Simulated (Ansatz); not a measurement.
`F[SiH2]CS` + PH₃ → `F[SiH2]P` + CH₃SH at 700 K and 1 bar (ligand exchange at the Si–C bond).

Computed with Ansatz on PBE0-D4/def2-TZVP structures; ΔE is electronic, products minus reactants. CCSD(T)/CBS is the MP2 limit (def2-TZVPP, def2-QZVPP) plus CCSD(T) − MP2 in def2-TZVPP, frozen cores. This one scheme is used for every species. One conformer a species, not always the lowest.

```
    species  CCSD(T)/CBS energy (Eh)  H − E (kJ/mol)  S (J/(mol·K))
`F[SiH2]CS`               -827.77060           217.6          427.7
        PH₃               -342.72256            91.5          248.3
 `F[SiH2]P`               -732.27050           154.8          385.4
      CH₃SH               -438.22835           160.2          309.0
```

H − E and S are ideal-gas, rigid-rotor, harmonic terms from PBE0-D4/def2-TZVP, for one conformer and one mirror image of each species. 1 Eh = 2625.50 kJ/mol, R = 8.31446 J/(mol·K).

Problem. By hand: ΔE, ΔH, ΔS and ΔG.

Solution. ΔE = (-732.27050) + (-438.22835) − (-827.77060) − (-342.72256) = -0.00569 Eh = -14.9 kJ/mol. Δ(H − E) = 154.8 + 160.2 − 217.6 − 91.5 = 5.9, so ΔH = -9.0 kJ/mol. ΔS = 385.4 + 309.0 − 427.7 − 248.3 = 18.4 J/(mol·K). ΔG = -9.0 − 700 × (18.4)/1000 = -21.9 kJ/mol.

Problem. By hand: the equilibrium constant, and the temperature at which ΔG would vanish if ΔH and ΔS stayed fixed.

Solution. log₁₀ K = −ΔG/(RT ln 10) = 1.6. ΔH and −TΔS have one sign here, so there is no such temperature.

TΔS isn't small against ΔH here. A doubt of 5 kJ/mol in ΔE shifts log₁₀ K by 0.4 here. Other conformers and mirror images would add mixing entropy, several J/(mol·K) or more a flexible species. These are equilibria of isolated gas molecules and say nothing of rates. Largest T1 diagnostic: 0.013 (customary marks: 0.02 for closed shells, 0.045 for open ones).
